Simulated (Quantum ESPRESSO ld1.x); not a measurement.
The numbers below are computed, except where a source is named.
Task: These are the eigenvalues of the occupied orbitals of an atom or ion with whole-number occupations (hartree). Level of theory: Dirac Kohn-Sham, relativistic LDA (MacDonald-Vosko exchange, VWN5 correlation), spin-unpolarised, spherical densities, point nucleus (ld1.x of Quantum ESPRESSO 7.5).

orbital  eigenvalue
1s1/2      -1155.61
2s1/2      -178.147
2p1/2      -167.197
2p3/2      -157.205
3s1/2      -36.1502
3p1/2      -31.6085
3p3/2      -29.7451
3d3/2      -21.6657
3d5/2      -21.2740
4s1/2      -6.86549
4p1/2      -5.29703
4p3/2      -4.93856
4d3/2      -2.42160
4d5/2      -2.36696
5s1/2      -1.32527
5p1/2      -0.95859
5p3/2      -0.91523
4f5/2      -0.24615
4f7/2      -0.24590

Which element is it, and in what charge state? The configuration may be excited. Open shells, if any, are shared by 2j + 1.

Result: Z = 52, tellurium, charge +2: Te2+ in [Kr] 4d10 5s2 5p1 4f1. The list shows which subshells hold electrons but not how many an open one holds; the 1s level, -1155.6 hartree, gives Z - s = 48.1 by -(Z - s)^2/2, which with screening and relativity narrows Z to a few neighbours, and the depths of the outer levels then fix element, charge and occupations together.
